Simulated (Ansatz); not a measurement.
Caution, from a PySCF single point (PBE0-D3(BJ)/def2-TZVPD) at this geometry: the highest occupied level lies above zero, so the state may not be bound. This singlet lies 0.81 eV below the relaxed triplet at the level frozen-core CCSD(T)/aug-cc-pVDZ // PBE0-D3(BJ)/def2-TZVPD (Ansatz, a quantum-chemistry and plane-wave program).

Species: C₂H₅BN, SMILES `C=C[B-]N` (lower singlet; C–C–B–N torsion 89°) (charge -1, multiplicity 1).

Q: Give a relaxed geometry from PBE0-D3(BJ)/def2-TZVPD run with Ansatz.

A: One answer among several that fit: the end point of this relaxation, one of several conformers (outside a Z-matrix the atoms follow the SMILES, hydrogens last).
Z-matrix (Å, degrees):
```
C
C 1 1.3569
H 2 1.0876 1 122.44
H 2 1.0877 3 115.98 1 175.43
H 1 1.0982 2 115.36 3 -0.80
B 1 1.5294 5 113.20 2 -176.69
N 6 1.4100 1 118.04 5 -95.17
H 7 1.0013 6 123.34 1 -179.50
H 7 1.0226 8 113.09 6 -175.75
```
